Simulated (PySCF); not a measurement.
# Excitation energy of F²⁺ by level of theory

F²⁺ [He] 2s2 2p3 (4S) → F²⁺ [He] 2s2 2p2 3d1 (high-spin determinant), as a difference of total energies. Computed with PySCF 2.14 in aug-cc-pCVTZ-DK with one added diffuse shell each of s, p, d, f type (8s7p5d3f, 75 functions), with the spin-free X2C one-electron Hamiltonian (Gaussian nucleus). Correlated levels: valence: 1s2 frozen; valence and next inner shell: nothing frozen. The calculations carry no spin-orbit coupling.

```csv
method,excitation energy (eV)
UHF,47.964
LDA,47.820
PBE,47.284
PBE0,47.636
r2SCAN,48.173
B3LYP,47.448
HSE06,47.612
TPSSh,47.618
wB97X-V,47.639
MP2 (valence),47.352
SCS-MP2 (valence),46.947
MP2 (valence and next inner shell),47.399
SCS-MP2 (valence and next inner shell),46.982
```

Q: How much does correlation contribute at MP2 (valence and next inner shell)?

A: 47.399 − (47.964) = -0.565 eV, measured against UHF.

A first-order spin-orbit estimate (lowest level to lowest level, LS coupling) adds -0.035 eV.

The promoted electron is Rydberg-like, and one or two diffuse shells describe it only roughly, which tends to raise the upper state.

The determinant of the upper state mixes LS terms, which raises its energy above the lowest term, most at the Hartree-Fock and MP2 levels.
